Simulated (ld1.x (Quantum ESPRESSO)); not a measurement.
## Before and after: TM potential for N (Z = 7)

* Element: nitrogen
* Generator: ld1.x (Quantum ESPRESSO) 7.5
* Type: norm-conserving Troullier–Martins (Kleinman–Bylander form)
* Functional: PBEsol
* Relativity: scalar-relativistic
* Frozen core: [He]
* Valence charge: 5
* Reference configuration: 2s2 2p3
* Partial waves: 2p (bound): rc 2.30 bohr; 2s (bound): rc 0.85 bohr
* Local potential: the s channel
* Core correction: a·sin(br)/r model core inside 0.70 bohr

Change: wave 2p (bound): rc 2.30 bohr becomes 2p (bound): rc 3.04 bohr.

Cutoffs: the cutoffs (Ry, on a coarse ladder) from which the occupation-weighted sum of valence levels, in a spherical-Bessel basis at the reference potential, stays within 10 and 1 mRy of its value at 400 Ry; they do not see the model core or the augmentation charge, which bear on the density cutoff. Errors are all-electron minus pseudo energies relative to the spin-unpolarised reference configuration.

What does the change do?

The potential gets neither clearly harder nor softer (55 Ry and 140 Ry → 55 Ry and 140 Ry); the s channel sets the loose cutoff, while the largest relative change is in p, which becomes softer; of the 7 tests that both files solve, the error grows in 7 and shrinks in 0 by more than 15 % and 0.3 meV (median size 117.9 → 283.5 meV); neither file shows a bound ghost at the reference potential, the only one tested. More of the atom is replaced by a form fitted at one configuration, so other configurations suffer.

```tsv
quantity	base	changed
cutoff, loose	55 Ry	55 Ry
cutoff, tight	140 Ry	140 Ry
loose cutoff by channel (10 mRy a level)	p 25 Ry, s 45 Ry	p 15 Ry, s 45 Ry
bound ghosts	none	none
error for 2s2 2p2, meV [ΔE 13.52 eV]	+71	+220
error for 2s2 2p1, meV [ΔE 42.26 eV]	+626	+1624
error for 2s2 2p0, meV [ΔE 89.14 eV]	+2457	+5639
error for 2s2 2p2.5, meV [ΔE 5.06 eV]	+10	+36
error for 2s1 2p3, meV [ΔE 25.24 eV]	-118	-283
error for 2s1 2p0, meV [ΔE 166.66 eV]	+3940	+8907
error for 2s2 2p3.3, meV [ΔE -1.60 eV]	+1.1	+4.8
```

Changed file: These tests converged, but a pseudo level misses the all-electron one widely, so the file describes the atom poorly there or has found another state: 2s2 2p0: empty 2p by 5.9 eV; 2s1 2p0: empty 2p by 8.6 eV.
